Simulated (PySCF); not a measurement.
Unknowns

- geometry: GFN2-xTB
- NMR shieldings at PBE0/pcSseg-1/GIAO
- program: PySCF 2.14
- a single conformation, one averaged value for each set of equivalent atoms, no solvent model, non-relativistic

References, each an isolated molecule treated in the same way: 1H and 13C against TMS. Splittings of carbon signals by F and P are missing where no couplings were computed. Where no couplings were computed, multiplicities follow the n + 1 count of equivalent neighbours, and m marks all less simple cases (inequivalent or close neighbours, rings, F or P nearby). Shifts are as computed. Against solution values, carbons near 30 ppm lie about +3 ppm off and those near 130 ppm about +5 ppm. Of 1309 compounds with measured shifts, 239 miss one by over three times the rms of a fit or turn the order of signals round; such compounds aren't used in these exercises.

(1) C₅H₅F₃. 1H NMR (500 MHz, computed): δ 6.26 (m, 1H), 5.35 (m, 2H), 2.91 (m, 2H). 13C{1H} NMR (computed): δ 122.2, 91.4, 86.3, 73.5, 29.2. What is it?

(2) C₄H₆N₂O₂Si. 1H NMR (600 MHz, computed): δ 8.07 (s, 1H), 7.25 (m, 1H), 7.18 (m, 1H), 5.20 (s, 3H). 13C{1H} NMR (computed): δ 163.0 (CH), 148.6 (C), 141.5 (CH), 126.3 (CH). Identify the compound.

Answers

(1) SMILES FCC#CCC(F)F. The formula gives 2 degrees of unsaturation (no ring in the answer). 5 carbon signals for 5 carbons: no two carbons are equivalent. Carbon types of the structure: 2 × C, 1 × CH, 2 × CH2, which accounts for all hydrogens. δC 122.2: sp3 CH bonded to 2 F; 2 electronegative neighbours deshield it. δC 91.4, 86.3: alkyne carbon; the triple bond shields along its axis, which puts it between sp3 and sp2 carbons. δC 73.5: propargylic sp3 CH2 bonded to F; the inductive effect lowers its shielding. δH 5.35: hydrogen on a propargylic sp3 CH2 bonded to F; its carbon carries F, an electronegative neighbour.

The data come from this structure; uniqueness wasn't tested.

(2) `O=COc1cncn1[SiH3]`. The formula gives 4 degrees of unsaturation (1 ring in the answer). 4 carbon signals for 4 carbons: no two carbons are equivalent. Carbon types of the structure: 1 × C, 3 × CH, leaving 3 H on heteroatoms. δC 163.0: ester carbonyl carbon; it is a carbonyl in resonance with an O or N lone pair, the region of acids, esters and amides. δC 148.6: aromatic carbon bearing oxygen; σ withdrawal by the attached heteroatom moves it downfield of the ring CH carbons. δC 141.5: aromatic CH between two ring heteroatoms. δC 126.3: aromatic CH next to a ring nitrogen.

This is the structure that produced the data.
